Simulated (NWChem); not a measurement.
Species: SeCl3 cation; SMILES Cl[Se+](Cl)Cl

```xyz
4

Se     0.0000     0.0000     0.5594
Cl    -1.8777     0.4583    -0.3719
Cl     1.3358     1.3969    -0.3719
Cl     0.5419    -1.8553    -0.3719
```
Atoms are numbered in this order, from 1.

STO-3G and 3-21G are far too small for this property and stand as cheap habits. Structure relaxed at the B3LYP/6-31G* (spherical d) level.

Spin-orbit effects, on the heavy nuclei and on their neighbours, are missing.

Give the principal values of the shielding tensors (ppm) of Se1, Cl2 from Hartree-Fock/STO-3G, GIAO (NWChem), with their diamagnetic and paramagnetic parts as GIAO splits them.


```tsv
atom	σ11	σ22	σ33	isotropic	diamagnetic	paramagnetic
Se1	2085.1	2157.1	2157.1	2133.1	2968.9	-835.9
Cl2	673.8	804.8	1068.3	849.0	1123.5	-274.5
```
